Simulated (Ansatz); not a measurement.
InH2(OH) (InOH3), relaxed as a singlet with RKS PBE-D4/def2-TZVP in Ansatz, starting from the GFN2-xTB geometry. Force threshold 0.02 eV/Å.

In the def2 sets In takes a core potential; there is no spin–orbit coupling.

Start:

```tsv
atom	x (Å)	y (Å)	z (Å)
In1	0.534	-0.240	-0.030
H2	1.798	0.002	1.058
H3	0.593	-1.206	-1.433
O4	-1.058	0.728	0.458
H5	-1.866	0.715	-0.053
```

(1) Estimate the energy that the relaxation releases and the steps that it takes.

(2) Does the start keep its bonding and symmetry?

(3) Predict the relaxed structure.

Results:

(1) 3.1 kcal/mol, in 5 steps; 2.8 s on 4 threads of Arm Neoverse V2 on a shared host. No frequencies were taken in this run, so the end may be a saddle point.

(2) By distances, no bond broke or formed. The bond that changes most is In1–O4, from 1.93 to 2.02 Å (atoms count from 1). Point group Cs at the start, Cs at the end, both within 0.05 Å.

(3) 
| atom | x (Å) | y (Å) | z (Å) |
| --- | --- | --- | --- |
| In1 | 0.588 | -0.246 | -0.016 |
| H2 | 1.837 | 0.029 | 1.127 |
| H3 | 0.450 | -1.172 | -1.466 |
| O4 | -1.080 | 0.769 | 0.499 |
| H5 | -1.795 | 0.620 | -0.144 |
Bond lengths: 1 × In–O 2.02 Å; 2 × H–In 1.72 to 1.73 Å; 1 × H–O 0.97 Å.
